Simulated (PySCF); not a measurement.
Species: C5H12AlNO.
Structure used (PBE0-D3(BJ)/def2-SVP), in Å, numbered top down from 1:
```
atom  x, y, z in Å
C1     1.7489   -2.3190   -0.1738
N2     0.8919   -1.4699    0.1945
C3     0.5317   -0.4134   -0.6792
C4     1.1685    0.9283   -0.3031
C5     0.0634    1.9650   -0.5701
C6    -1.1309    1.1275   -1.0275
O7    -0.8755   -0.1850   -0.5130
Al8   -1.8128   -0.7874    1.1858
H9     2.2301   -2.3097   -1.1712
H10    2.0404   -3.1189    0.5193
H11    0.6949   -0.6548   -1.7502
H12    2.0863    1.1001   -0.8817
H13    1.4304    0.8926    0.7633
H14   -0.1798    2.5123    0.3505
H15    0.3473    2.7023   -1.3337
H16   -1.1932    1.0557   -2.1258
H17   -2.1043    1.4422   -0.6320
H18   -1.8377   -2.3851    1.1298
H19   -3.1871   -0.0415    0.7860
H20   -0.9608   -0.0273    2.3181
```

Computed with PySCF at PBE0/pcSseg-1, non-relativistic, on one gas-phase PBE0-D3(BJ)/def2-SVP geometry that isn't relaxed in the solvent. The solvent is an IEF-PCM continuum (Bondi radii, 1.10 Å for H, scaled by 1.2). Specific hydrogen bonds and non-electrostatic terms are outside this model.

| run | E − E(gas) (kcal/mol) | HOMO (eV) | HOMO–LUMO gap (eV) | dipole (D) |
| --- | --- | --- | --- | --- |
| gas | 0.00 | -6.86 | 5.61 | 7.27 |
| P | -5.76 | -7.21 | 6.18 | 8.08 |
| Q | -13.04 | -7.59 | 6.74 | 9.17 |

Problem. The runs were made in benzene and water. Which run belongs to which solvent?

Solution. P = benzene, Q = water. The dielectric constants are 2.271 (benzene), 78.36 (water), and the energy falls further as ε rises. In this model the ground state sees the solvent through ε alone.

Problem. How constant is the ratio of the lowering to (ε − 1)/(2ε + 1)?

Solution. 
```tsv
solvent	(ε − 1)/(2ε + 1)	E − E(gas) (kcal/mol)	ratio (kcal/mol)	polarisation term (kcal/mol)
benzene	0.229	-5.76	-25.1	-6.26
water	0.490	-13.04	-26.6	-15.88
```

The ratio changes by +5.8 % in size from benzene to water. The polarisation term is half the interaction of the solute with the induced surface charges.
